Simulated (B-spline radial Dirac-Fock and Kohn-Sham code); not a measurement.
**X-ray emission lines of Xe⁶⁺**

System: xenon as Xe⁶⁺, [Kr] 4d10 5s2, inside a Watson sphere of charge -6 and radius 1.8 Å (a model of the Madelung potential; inside it an electron's potential energy is raised by 48.0 eV).

The computed values come from a radial finite-basis atomic code: Dirac-Fock ΔSCF + Breit + QED. A line energy is the difference of two single-hole energies; the list is a selection of electric-dipole transitions between resolved j subshells. The model has no electron correlation.

```
 line  energy (eV)  wavelength (Å)
 Kβ2'      34411.3         0.36030
Kβ2''      34398.9         0.36043
  Kβ1      33622.6         0.36875
  Kβ3      33560.3         0.36944
  Kα1      29777.6         0.41637
  Kα2      29457.1         0.42090
  Lγ3       5305.5          2.3369
  Lγ2       5293.0          2.3424
L2-O1       5099.6          2.4312
  Lγ1       5042.9          2.4586
  Lγ5       4887.9          2.5366
  Lβ7       4779.1          2.5943
  Lβ2       4724.4          2.6244
 Lβ15       4722.4          2.6255
  Lβ6       4567.4          2.7146
  Lβ3       4516.7          2.7450
  Lβ4       4454.5          2.7833
  Lβ1       4419.4          2.8055
  Lα1       4111.5          3.0155
  Lα2       4098.8          3.0249
```
